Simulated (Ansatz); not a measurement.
This geometry of CH₁₁AlB₂Si₂ (17 atoms, charge 0, multiplicity 1) is a first-order saddle point.

Theory: RKS PBE/STO-3G in Ansatz 0.2.0.

```xyz
17
Properties=species:S:1:pos:R:3
B 1.039 2.001 -2.098
Si 1.608 0.929 -0.554
Si 0.640 -1.102 -0.336
B 1.168 -2.041 1.250
Al -1.640 -0.906 -0.013
C -2.344 0.368 1.241
H 0.302 1.590 -2.926
H 1.430 3.106 -2.247
H 1.404 1.727 0.654
H 3.060 0.788 -0.673
H 0.891 -1.886 -1.542
H 1.268 -1.490 2.289
H 1.296 -3.214 1.267
H -2.598 -1.786 -0.792
H -2.985 -0.127 1.993
H -2.986 1.112 0.735
H -1.572 0.929 1.792
```

Which two structures does it join? (They come from a converged band through this point; their orientation in space is the band's.)

No bond is made or broken. The dihedral H7–B1–Si2–Si3 goes from 81 to -92°.

First end point:

```xyz
17
Properties=species:S:1:pos:R:3
B 0.866 2.013 -1.898
Si 1.579 1.191 -0.295
Si 0.792 -0.944 -0.371
B 1.355 -1.952 1.164
Al -1.515 -0.950 -0.212
C -2.411 0.121 1.106
H -0.244 2.416 -1.932
H 1.465 2.031 -2.916
H 1.075 1.807 0.926
H 3.035 1.185 -0.230
H 1.212 -1.569 -1.621
H 1.343 -1.481 2.246
H 1.623 -3.099 1.089
H -2.326 -1.812 -1.159
H -3.073 -0.497 1.739
H -3.062 0.873 0.625
H -1.730 0.666 1.780
```

Last end point:

```xyz
17
Properties=species:S:1:pos:R:3
B 0.896 2.015 -1.822
Si 1.644 1.153 -0.258
Si 0.795 -0.958 -0.360
B 1.283 -1.977 1.192
Al -1.516 -0.894 -0.289
C -2.433 0.153 1.035
H 1.457 2.039 -2.860
H -0.210 2.434 -1.811
H 1.194 1.755 0.991
H 3.100 1.103 -0.239
H 1.242 -1.592 -1.596
H 1.246 -1.504 2.273
H 1.534 -3.129 1.128
H -2.313 -1.704 -1.291
H -2.995 -0.498 1.728
H -3.177 0.824 0.571
H -1.766 0.780 1.650
```

How far does it lie above each of them?

11.3 kJ/mol above the first and 11.4 kJ/mol above the second. This is the barrier of this one path; another mechanism may lie lower. Limits of this set-up: minimal basis.

Run time: 3.2 min on 1 thread of Arm Neoverse V1, with other jobs on the host, peak memory 0.12 GiB.
